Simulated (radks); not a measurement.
Q: All-electron atom: La36+ in [Ar] 3d3. Method: Dirac Kohn-Sham, BLYP, spin-unpolarised, spherical densities, finite nucleus; open shells fill j = l - 1/2 first; Fermi nuclear charge, rms radius 4.855 fm; computed with a radial shooting solver on a logarithmic mesh with Libxc functionals. Some entries of the table are withheld. Estimate them.

| orbital | occ. | eigenvalue (eV) | <r> (bohr) | r(max) (bohr) |
|---|---|---|---|---|
| 1s1/2 | 2 | -40556.33 | 0.02507 | (1) |
| 2s1/2 | 2 | -7951.790 | 0.1062 | 0.09082 |
| 2p1/2 | 2 | -7617.282 | (2) | 0.06928 |
| 2p3/2 | 4 | -7198.774 | (3) | 0.07439 |
| 3s1/2 | 2 | -2857.930 | 0.2669 | 0.2503 |
| 3p1/2 | 2 | (4) | 0.2545 | 0.2359 |
| 3p3/2 | 4 | (5) | 0.2642 | 0.2457 |
| 3d3/2 | 3 | -2425.522 | 0.2311 | 0.1933 |
| 3d5/2 | 0 | -2403.269 | 0.2341 | 0.1960 |
| 4s1/2 | 0 | -1446.777 | 0.5227 | 0.5187 |
| 4p1/2 | 0 | -1391.669 | 0.5174 | 0.5127 |
| 4p3/2 | 0 | -1358.397 | 0.5314 | 0.5280 |

A: 
(1) 1s1/2 r(max) (bohr): 0.01607
(2) 2p1/2 <r> (bohr): 0.08924
(3) 2p3/2 <r> (bohr): 0.09519
(4) 3p1/2 eigenvalue (eV): -2727.486
(5) 3p3/2 eigenvalue (eV): -2630.952
